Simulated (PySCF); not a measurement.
Excitations are Tamm–Dancoff values on a coarser integration grid. The basis has no diffuse functions, so Rydberg states are missing or too high.

# ClF3Sn, SMILES `[F][Sn]([Cl])([F])[F]` (charge 0, multiplicity 1)

Level of theory: PBE-D3(BJ)/def2-TZVP // PBE0-D3(BJ)/def2-TZVP run with PySCF 2.14.0.

```yaml
HOMO: -9.09 eV
dipole_moment: 1.42 D
HOMO–LUMO gap: 4.73 eV
LUMO: -4.36 eV
S1 excitation (TDA): 4.92 eV
S1 oscillator strength: 0.007
T1 excitation (TDA): 4.54 eV
S1–T1 gap (TDA): 0.39 eV
total_energy: -973.8518 Ha
cost: very roughly 4 core-minutes
```

```xyz
5

F     -1.2926    -1.0998    -0.8435
Sn    -0.0324     0.0031     0.0147
F     -0.0204    -0.4767     1.8342
F     -0.6746     1.7687    -0.0910
Cl     2.0200    -0.1954    -0.9144
```
